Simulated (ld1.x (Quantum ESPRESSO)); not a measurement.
**PBE TM dataset for dysprosium (Dy), scalar-relativistic all-electron reference.**

The input file (ld1.x (Quantum ESPRESSO) 7.5):

```
&input
   title='Dy', zed=66., rel=1, dft='PBE', iswitch=3,
   config='[Xe] 4f10 5d0.5 6s1.5 6p0',
   nld=4, rlderiv=3.05, eminld=-6.0, emaxld=5.0, deld=0.02
 /
 &inputp
   pseudotype=2, tm=.true., lloc=-1, rcloc=2.10,
   nlcc=.false.,
   file_pseudopw='Dy.UPF', file_wfcaegen='ae.wfc', file_wfcncgen='nc.wfc', file_beta='beta', file_chi='chi'
 /
4
5S  1  0   2.00   0.00  2.10  2.10  0.0
5P  2  1   6.00   0.00  1.40  1.40  0.0
5D  3  2   0.50   0.00  2.80  2.80  0.0
4F  4  3  10.00   0.00  0.95  0.95  0.0
 &test
   configts(1)='4f10 5s2 5p6 5d0.5 6s1.5 6p0'
 /
```

Command:

```bash
ld1.x < Dy.in > Dy.out
```

Output (shortened: banner, matrices, multipoles, cross overlaps and the repeated all-electron block are left out):

```
[... start of the log left out ...]
     s(3D/3D) =  1.000000  <r> =   0.2121  <r2> =    0.0528  r(max) =   0.1734
     s(5S/5S) =  1.000000  <r> =   1.3021  <r2> =    1.9110  r(max) =   1.1593
     s(5P/5P) =  1.000000  <r> =   1.5499  <r2> =    2.7425  r(max) =   1.3302
     s(4D/4D) =  1.000000  <r> =   0.6097  <r2> =    0.4316  r(max) =   0.5341
     s(4F/4F) =  1.000001  <r> =   0.8845  <r2> =    1.1068  r(max) =   0.5408
     s(5D/5D) =  1.000000  <r> =   3.7426  <r2> =   18.5151  r(max) =   2.1659
     s(6S/6S) =  1.000000  <r> =   4.1723  <r2> =   19.9026  r(max) =   3.4828
     s(6P/6P) =  1.000000  <r> =   6.1436  <r2> =   43.8630  r(max) =   4.9424

     ------------------------ End of All-electron run ------------------------

     --------------------- Generating NC pseudopotential ---------------------

      Generating local potential from pseudized AE potential:
      Matching radius rcloc =   2.1000

      Local pseudo, rcloc= 2.086 Estimated cut-off energy=     5.77 Ry

      Wfc   5S  rcut= 2.086  Using Troullier-Martins method

      Wfc   5P  rcut= 1.398  Using Troullier-Martins method

      Wfc   5D  rcut= 2.816  Using Troullier-Martins method

      Wfc   4F  rcut= 0.961  Using Troullier-Martins method

     ------------------- End of pseudopotential generation -------------------

     Computing logarithmic derivative in   3.05450

 %%%%%%%%%%%%%%%%%%%%%%%%%%%%%%%%%%%%%%%%%%%%%%%%%%%%%%%%%%%%%%%%%%%%%%%%%%%%%%
     Error in routine run_pseudo (1):
     Errors in PS-KS equation
 %%%%%%%%%%%%%%%%%%%%%%%%%%%%%%%%%%%%%%%%%%%%%%%%%%%%%%%%%%%%%%%%%%%%%%%%%%%%%%

     stopping ...
```

The run stopped because the pseudo-atom solver did not find the valence states with the expected number of nodes, which is the usual sign of a ghost state.

The run took about 0.76 s on one core of a shared server CPU.
